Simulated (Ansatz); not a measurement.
Start from `F[SiH2][GeH]([F])[Cl]` and change one atom or group to get `[F][GeH]([F])[Cl]`.

Ansatz, PBE0-D4/def2-TZVP geometries, multiplicity 1. Each molecule was computed in one conformer, which needn't be the lowest.

Scalar relativity is left out up to krypton.

| property | `F[SiH2][GeH]([F])[Cl]` |
| --- | --- |
| HOMO energy (B3LYP/def2-TZVPP) / eV | -8.34 |
| HOMO–LUMO gap (PBE/def2-TZVPP) / eV | 5.01 |
| size of the dipole moment (ωB97M-V/def2-TZVPP) / D | 3.31 |
| HOMO–LUMO gap (B3LYP/def2-TZVPP) / eV | 6.72 |
| size of the dipole moment (B3LYP/def2-TZVPP) / D | 3.30 |
| LUMO energy (ωB97M-V/def2-TZVPP) / eV | 0.41 |

Task: Give the same properties after the change, and the shifts. (Best estimate.)

Result: Ansatz gave: 
```
                                          property  `[F][GeH]([F])[Cl]`  shift
               HOMO energy (B3LYP/def2-TZVPP) / eV                -9.71  -1.37
               HOMO–LUMO gap (PBE/def2-TZVPP) / eV                 6.67   1.66
size of the dipole moment (ωB97M-V/def2-TZVPP) / D                 2.17  -1.14
             HOMO–LUMO gap (B3LYP/def2-TZVPP) / eV                 8.55   1.83
  size of the dipole moment (B3LYP/def2-TZVPP) / D                 2.17  -1.13
             LUMO energy (ωB97M-V/def2-TZVPP) / eV                 1.30   0.89
```

With PBE0 the HOMO falls by 1.44 eV and the LUMO rises by 0.64 eV, so the gap widens by about 2.08 eV. PBE moves the HOMO by -1.24 eV and ωB97M-V by -1.66 eV. Dipoles are sizes alone; their direction can turn.

B3LYP here is the variant with VWN-RPA as its local correlation; programs differ in this.
